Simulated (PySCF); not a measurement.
**Bond curve of MgTl**

Set-up: basis Mg def2-SVPD, Tl def2-SVPD with ECP60; scalar-relativistic core potentials; PySCF 2.14. Energies in eV from Mg + Tl in their ground configurations at the same level. State: ²Π (doublet), unpaired electrons π ↑.

```json
{"R (Å)": "2.623", "PBE": "-0.2787", "ROHF-MP2": "-0.0024", "PBEsol": "-0.4236"}
{"R (Å)": "2.745", "PBE": "-0.4130", "ROHF-MP2": "-0.1508", "PBEsol": "-0.5422"}
{"R (Å)": "2.867", "PBE": "-0.4816", "ROHF-MP2": "-0.2313", "PBEsol": "-0.5964"}
{"R (Å)": "2.958", "PBE": "-0.5027", "ROHF-MP2": "-0.2614", "PBEsol": "-0.6076"}
{"R (Å)": "3.050", "PBE": "-0.5054", "ROHF-MP2": "-0.2739", "PBEsol": "-0.6011"}
{"R (Å)": "3.142", "PBE": "-0.4947", "ROHF-MP2": "-0.2743", "PBEsol": "-0.5819"}
{"R (Å)": "3.264", "PBE": "-0.4665", "ROHF-MP2": "-0.2633", "PBEsol": "-0.5431"}
{"R (Å)": "3.416", "PBE": "-0.4183", "ROHF-MP2": "-0.2398", "PBEsol": "-0.4831"}
{"R (Å)": "3.599", "PBE": "-0.3533", "ROHF-MP2": "-0.2071", "PBEsol": "-0.4056"}
{"R (Å)": "3.843", "PBE": "-0.2696", "ROHF-MP2": "-0.1653", "PBEsol": "-0.3076"}
```

Question: Put a parabola through the three lowest points of the PBE curve and estimate Re, k and ωe (reduced mass 21.47 u; 1 eV/Å² = 0.16022 mdyn/Å; ωe = 1302.8·√(k/μ) cm⁻¹).

Answer: Through R = 2.958, 3.05, 3.142 Å the second-order coefficient is 0.792 eV/Å², so Re ≈ 3.023 Å, k ≈ 0.254 mdyn/Å and ωe ≈ 142 cm⁻¹. A polynomial fit of higher order to the unrounded PBE energies gives Re = 3.019 Å, k = 0.284 mdyn/Å, ωe = 150 cm⁻¹; anharmonicity and rounding make the difference.

The higher-order fit for each curve: PBE: Re = 3.019 Å, ωe = 150 cm⁻¹, De = 0.51 eV; ROHF-MP2: Re = 3.098 Å, ωe = 120 cm⁻¹, De = 0.275 eV; PBEsol: Re = 2.966 Å, ωe = 161 cm⁻¹, De = 0.61 eV.

Correlated steps freeze 5 core orbitals. Correlated levels converge slowly with the basis: in double zeta they bind strong bonds too weakly, by up to about 1 eV, and carry superposition errors of some tenths. Spin–orbit coupling is left out, which matters for elements this heavy, above all for dissociation energies. The state was picked by a PBE0 search and need not be the measured ground state.
